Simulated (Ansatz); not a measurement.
`[CH3][GeH2][NH][SiH3]` + H₂Se → `[CH3][GeH2][SeH]` + `N[SiH3]` at 298.15 K and 1 bar (ligand exchange at a Ge–N bond).

Computed with Ansatz on PBE0-D4/def2-TZVP structures; ΔE is electronic, products minus reactants. CCSD(T)/CBS is the MP2 limit (def2-TZVPP, def2-QZVPP) plus CCSD(T) − MP2 in def2-TZVPP, frozen cores. This one scheme is used for every species. For Ge, Se outer-core shells are correlated without core-valence functions, which leaves a few kJ/mol of doubt a bond. Scalar relativity is left out up to krypton. Each species was taken in one conformer, which may not be the lowest.

```tsv
species	CCSD(T)/CBS energy (Eh)	H − E (kJ/mol)	S (J/(mol·K))
`[CH3][GeH2][NH][SiH3]`	-2463.39526	269.1	382.1
H₂Se	-2401.89790	45.8	219.1
`[CH3][GeH2][SeH]`	-4518.50643	177.8	340.2
`N[SiH3]`	-346.80422	145.7	264.3
```

H − E and S are ideal-gas, rigid-rotor, harmonic terms from PBE0-D4/def2-TZVP, for one conformer and one mirror image of each species. 1 Eh = 2625.50 kJ/mol, R = 8.31446 J/(mol·K).

Task: By hand: ΔE, ΔH, ΔS and ΔG.

Result: ΔE = (-4518.50643) + (-346.80422) − (-2463.39526) − (-2401.89790) = -0.01749 Eh = -45.9 kJ/mol. Δ(H − E) = 177.8 + 145.7 − 269.1 − 45.8 = 8.6, so ΔH = -37.3 kJ/mol. ΔS = 340.2 + 264.3 − 382.1 − 219.1 = 3.3 J/(mol·K). ΔG = -37.3 − 298.15 × (3.3)/1000 = -38.3 kJ/mol.

Task: By hand: the equilibrium constant, and the temperature at which ΔG would vanish if ΔH and ΔS stayed fixed.

Result: log₁₀ K = −ΔG/(RT ln 10) = 6.7. ΔH and −TΔS have one sign here, so there is no such temperature. One of them is within its doubt of zero, so this could turn.

The number of gas molecules stays the same, so ΔS is small and ΔH decides. A doubt of 5 kJ/mol in ΔE shifts log₁₀ K by 0.9 here. Other conformers and mirror images would add mixing entropy, several J/(mol·K) or more a flexible species. Modes under 60 cm⁻¹, often nearly free rotors, make the harmonic entropy too high. These are equilibria of isolated gas molecules and say nothing of rates. Largest T1 diagnostic: 0.011 (customary marks: 0.02 for closed shells, 0.045 for open ones).
